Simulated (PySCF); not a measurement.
# C8H7FO2: calculation and literature

Numbering as in the mapped SMILES `[CH3:1][O:2][C:3](=[O:4])[c:5]1[cH:6][cH:7][c:8]([F:9])[cH:10][cH:11]1` (H(Xn): hydrogen on atom n).

What is known from experiment: δ $^{17}$O O4 335.0; O2 126.0 ppm (measured; solution, CD3CN, 313 K; ARKIVOC 2009 (viii) 212).

Method: structure optimised with PBE0-D3(BJ)/def2-SVP, shieldings: GIAO PBE0/pcSseg-1, in PySCF 2.14 (averaged over atoms made equivalent by symmetry, fast rotation or ring inversion, no relativistic terms, single conformer, isolated molecule).

Task: How close does the calculation come?

Result: 
Reference values: measured (solution, CD3CN, 313 K; ARKIVOC 2009 (viii) 212).
```csv
atoms,quantity,reference,computed,"computed, scaled"
O4,δ $^{17}$O vs H2O (external),335.0,–,332.4
O2,δ $^{17}$O vs H2O (external),126.0,–,121.8
```

Computed shifts are σ(ref) − σ with the named reference compound (TMS for H and C) calculated as an isolated molecule at the same level. The measured values may be among those fitted. Shieldings were converted by a linear fit to measured shifts: $^{17}$O: δ = 264.63 − 0.894σ (rms 13.0 ppm, 165 shifts, 14.4 ppm with the 2 outliers that the fit left out vs liquid water, solution or neat liquid). Occasional misses reach two or three times the rms, and more in compound classes unlike the fitted ones.
